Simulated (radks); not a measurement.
The numbers below are computed, except where a source is named.
Species: the chromium ion Cr2+. Configuration: [Ar] 3d4.

Code: a radial shooting solver on a logarithmic mesh with Libxc functionals. Model: Dirac Kohn-Sham, PBE, spin-unpolarised, spherical densities, finite nucleus; open shells fill j = l - 1/2 first; Fermi nuclear charge, rms radius 3.6452 fm.

Energy parts (eV):
total: -28563.935
kinetic: 28900.795
electron-nucleus: -67756.992
Hartree: 11601.692
exchange-correlation: -1309.431

Orbitals (lengths in bohr, moments of r in powers of bohr; r(max) is where P^2 peaks; r(90%) holds 90 % of the orbital's charge):
| orbital | occ. | eigenvalue (eV) | r(max) | <r> | r(90%) | <1/r> |
|---|---|---|---|---|---|---|
| 1s1/2 | 2 | -5901.033 | 0.04160 | 0.06355 | 0.113 | 23.88 |
| 2s1/2 | 2 | -688.3506 | 0.2435 | 0.2929 | 0.455 | 5.068 |
| 2p1/2 | 2 | -587.6706 | 0.1961 | 0.2579 | 0.424 | 5.007 |
| 2p3/2 | 4 | -579.0235 | 0.1985 | 0.2608 | 0.428 | 4.931 |
| 3s1/2 | 2 | -95.0829 | 0.7761 | 0.8977 | 1.34 | 1.574 |
| 3p1/2 | 2 | -67.0953 | 0.7920 | 0.9506 | 1.46 | 1.448 |
| 3p3/2 | 4 | -66.0632 | 0.7988 | 0.9592 | 1.48 | 1.431 |
| 3d3/2 | 4 | -22.8761 | 0.8192 | 1.226 | 2.11 | 1.085 |
| 3d5/2 | 0 | -22.7815 | 0.8216 | 1.231 | 2.11 | 1.081 |

The highest occupied level is 3d3/2 at -22.876 eV. The electron density at the nucleus is 1.143e+04 e/bohr^3.
